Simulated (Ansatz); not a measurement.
C2H6OSn (`C[O][Sn][CH3]`). Charge 0, multiplicity 1. Sn takes the def2 core potential.

```xyz
10

C    -0.587    1.519   -0.170
O     0.587    1.266   -0.886
Sn    1.665   -0.390   -1.003
C     0.435   -1.638    0.320
H    -0.433    2.360    0.517
H    -0.931    0.660    0.420
H    -1.394    1.798   -0.858
H    -0.585   -1.728   -0.063
H     0.379   -1.207    1.324
H     0.866   -2.639    0.398
```

**Question.** What are the harmonic wavenumbers in cm⁻¹ at PBE0-D4/def2-TZVP (Ansatz, finite differences of forces, unscaled)? (Estimate.)

**Answer.** The calculation gave: 65, 123, 143, 173, 249, 474, 518, 554, 668, 1125, 1170, 1182, 1191, 1433, 1439, 1469, 1491, 1494, 2997, 3033, 3059, 3060, 3119, 3135.

**Question.** Is this a minimum?

**Answer.** Yes, all 24 modes are real.

**Question.** Give the ideal-gas thermochemistry at 298.15 K and 1 bar (rigid rotor, harmonic oscillator; point group Cs, symmetry number 1).

**Answer.** Zero-point energy 199.5 kJ/mol; H(298) − E = 220.3 kJ/mol; entropy 353.7 J/(mol·K), of which translation 172.5, rotation 111.1, vibration 70.1; G(298) − E = 114.8 kJ/mol. Modes under 100 cm⁻¹ are hindered rotations or soft bends, so the harmonic entropy is rough.

**Question.** And at 400, 500, 600, 800 and 1000 K?

**Answer.** 
```csv
T (K),H − E (kJ/mol),S (J/mol/K),G − E (kJ/mol)
400,231.0,384.5,77.2
500,243.0,411.2,37.4
600,256.3,435.5,-5.0
800,286.2,478.3,-96.4
1000,319.5,515.4,-195.9
```

**Question.** Rotational constants (cm⁻¹)?

**Answer.** 0.2082, 0.09836, 0.06852.
